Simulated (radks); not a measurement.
Values are calculated unless marked as measured or tabulated.
The mean radii <r> (bohr) of the occupied orbitals of an atom or ion are listed with their occupations. Level of theory: scalar-relativistic Kohn-Sham, SCAN, spin-unpolarised, spherical densities, finite nucleus; meta-GGA in the generalised Kohn-Sham scheme; Fermi nuclear charge, rms radius of each element as measured or else 0.836 A^(1/3) + 0.57 fm (a radial shooting solver on a logarithmic mesh with Libxc functionals).

| orbital | occ. | <r> |
|---|---|---|
| 1s | 2 | 0.02410 |
| 2s | 2 | 0.1030 |
| 2p | 6 | 0.09056 |
| 3s | 2 | 0.2718 |
| 3p | 6 | 0.2702 |
| 3d | 10 | 0.2476 |
| 4s | 2 | 0.6198 |
| 4p | 6 | 0.6551 |
| 4d | 10 | 0.7177 |
| 5s | 2 | 1.439 |
| 5p | 6 | 1.628 |
| 4f | 1 | 0.9451 |
| 6s | 1 | 3.583 |
| 6p | 2 | 4.233 |

Name the element and its charge.

Answer. Z = 59, praseodymium, charge +1: Pr+ in [Xe] 4f1 6s1 6p2. The 1s radius gives Z: for a bare nucleus <r> = (2 gamma + 1)/(2Z) with gamma = sqrt(1 - (Z/c)^2), 0.02377 bohr for Z = 59, and screening makes it slightly larger (0.02410 here). The occupations add up to 58, and the charge is Z minus that.
